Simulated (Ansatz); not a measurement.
Geometry optimisation, RKS BHLYP/def2-SVP in Ansatz 0.2.0.

The input (input.yaml):

```yaml
crystal:
  periodic: [false, false, false]
  atoms:
    - { symbol: Al, position_ang: [0.02788, -0.545382, -0.517686] }
    - { symbol: F, position_ang: [0.013158, -0.160616, 2.335822] }
    - { symbol: Cl, position_ang: [1.813399, 0.260645, -1.221796] }
    - { symbol: Cl, position_ang: [-1.79194, 0.220391, -1.177328] }
    - { symbol: H, position_ang: [0.052226, -1.805905, 0.403076] }
    - { symbol: H, position_ang: [0.021177, -1.052634, 2.109112] }
basis:
  gaussian: { orbitals: def2-SVP }
hamiltonian:
  xc: { name: BHLYP }
relax:
  f_tol: 0.03
  max_steps: 50
output:
  orbitals: {}
```

Command:

```bash
$ ansatz run input.yaml --threads 1 --pin off --max-ram 2048MiB --backend cpu --events-out ev --progress --plain --runs-dir out
```

Task: Where does it end, and by what steps?

Result: The forces met the threshold. After 9 steps the energy has fallen by 0.418 eV; F2 moved furthest, 0.67 Å. Joined: Al1–F2 (2.88 → 2.03 Å).

```tsv
step	energy less start (eV)	largest force component (eV/Å)	accepted
0	0.0000	0.321	yes
1	-0.0485	2.220	yes
2	-0.2263	1.712	yes
3	-0.3710	0.579	yes
4	-0.3946	0.321	yes
5	-0.4072	0.142	yes
6	-0.4147	0.217	yes
7	-0.4163	0.271	yes
8	-0.4176	0.030	yes
9	-0.4177	0.010	yes
```

```xyz
6
Properties=species:S:1:pos:R:3
Al 0.022 -0.619 -0.284
F 0.022 -0.070 1.674
Cl 1.806 0.297 -0.912
Cl -1.792 0.248 -0.898
H 0.044 -2.133 0.114
H 0.034 -0.806 2.237
```

Whether the end is a true minimum wasn't checked by a vibrational analysis.

Time of the run: 35 s on 1 thread of Arm Neoverse V1, on a shared host, peak memory 0.16 GiB.
